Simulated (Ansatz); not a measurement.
Basis-set extrapolation for C$_{3}$H$_{7}$AlOSi (PBE0-D4/def2-TZVP geometry, frozen core, the Gaussian-basis code of Ansatz). Multiplicity 1, RHF reference.

|  | def2-TZVPP | def2-QZVPP |
| --- | --- | --- |
| HF | -723.442926 | -723.467536 |
| MP2 correlation | -0.903008 | -0.966396 |
| CCSD(T) correlation | -1.001977 | not run |

Energies in hartree. Use E(X) = E(∞) + A·exp(−7.88·√X) for Hartree–Fock and E(X) = E(∞) + B·X^(−2.97) for correlation, with X = 3 and 4, and add CCSD(T) minus MP2 of the smaller set to the MP2 limit.

What is the CCSD(T) energy at the basis-set limit?

HF limit: -723.467536 + (-0.024610) × 0.13774 = -723.47093. MP2 limit: -0.966396 + (-0.063388) × 0.74074 = -1.01335. Higher-order term: -1.001977 − (-0.903008) = -0.09897. Total: -724.58325 hartree, 3.76 eV below CCSD(T)/def2-TZVPP.
